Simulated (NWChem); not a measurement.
Si$_{2}$H$_{5}$OF; SMILES O[Si@H](F)[SiH3]

```xyz
9

O     -1.3969    -1.1047     0.3629
Si     0.0127    -0.5593    -0.3097
F      1.2849    -1.2688     0.4215
Si     0.1009     1.7415     0.0905
H     -1.6475    -2.0209     0.2071
H      0.1144    -0.9557    -1.7459
H     -1.0338     2.4191    -0.6078
H      1.3876     2.2950    -0.4311
H      0.0108     2.0065     1.5576
```
Atoms are numbered in this order, from 1.

All runs: NWChem. Coordinates come from a PBE0/def2-SVP optimisation. Field at 589 nm.

For level B3LYP/def2-SVPD:

```
Quantity                          Result
--------------------------------  ------
isotropic polarisability (bohr³)    63.1
anisotropy (bohr³)                  16.7
```

Q: What are these values for level B3LYP/def2-SVP?

A: 
* **isotropic polarisability (bohr³)**: 52.8
* **anisotropy (bohr³)**: 15.3
